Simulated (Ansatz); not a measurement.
Relaxation of CH4O2Si (8 atoms, charge 0, multiplicity 1), to a largest force component of 0.015 eV/Å in at most 40 steps.

Level of theory: Ansatz, RKS PBE0/def2-SVP.

```xyz
8
Properties=species:S:1:pos:R:3
C -0.433 1.001 -0.191
O 0.787 0.425 -0.075
Si 0.960 -0.741 1.073
O 0.565 -2.174 0.442
H -0.419 1.776 -1.027
H -0.762 1.588 0.715
H -1.226 0.317 -0.468
H 0.621 -2.248 -0.525
```

**Question.** Where does it end, and by what steps?

**Answer.** The run converged. After 10 steps the energy has fallen by 0.673 eV; O2 moved furthest, 0.96 Å.

| step | energy less start (eV) | largest force component (eV/Å) | accepted |
| --- | --- | --- | --- |
| 0 | 0.0000 | 3.096 | yes |
| 1 | -0.2345 | 1.944 | yes |
| 2 | -0.3373 | 0.841 | yes |
| 3 | -0.4092 | 0.346 | yes |
| 4 | -0.4848 | 0.414 | yes |
| 5 | -0.5326 | 0.761 | yes |
| 6 | -0.6268 | 0.504 | yes |
| 7 | -0.6464 | 0.627 | yes |
| 8 | -0.6727 | 0.086 | yes |
| 9 | -0.6733 | 0.055 | yes |
| 10 | -0.6735 | 0.007 | yes |

```xyz
8
Properties=species:S:1:pos:R:3
C -0.593 1.121 -0.241
O 0.014 -0.142 -0.186
Si 0.779 -0.811 1.151
O 1.223 -2.261 0.473
H -0.119 1.734 -1.025
H -0.518 1.671 0.715
H -1.661 1.017 -0.493
H 0.968 -2.385 -0.451
```

Whether the end is a true minimum wasn't checked by a vibrational analysis.

The run took 31 s on 1 thread of Arm Neoverse V1, on a shared host, peak memory 0.15 GiB.
